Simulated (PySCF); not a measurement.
Vertical excitations of a molecule C₄H₅BO₂ from PySCF with TDDFT-PBE/def2-SVPD, as energy in eV (oscillator strength): 4.53 (0.158), 5.26 (0.000), 5.33 (0.002), 5.77 (0.005), 5.87 (0.063), 6.24 (0.000), 6.64 (0.001), 6.67 (0.113), 6.70 (0.019), 6.75 (0.000). Lowest triplet (TDA): 3.77 eV. Geometry: TPSSh-D3(BJ)/def2-SVP. Other conformers were not sampled.

Problem. Which structure fits?
A) C#CC1OB(C)O1
B) O=C(O)B1C=CC1
C) C#CB(O)OC=C
D) C=CB1COC1=O

Solution. C, C#CB(O)OC=C
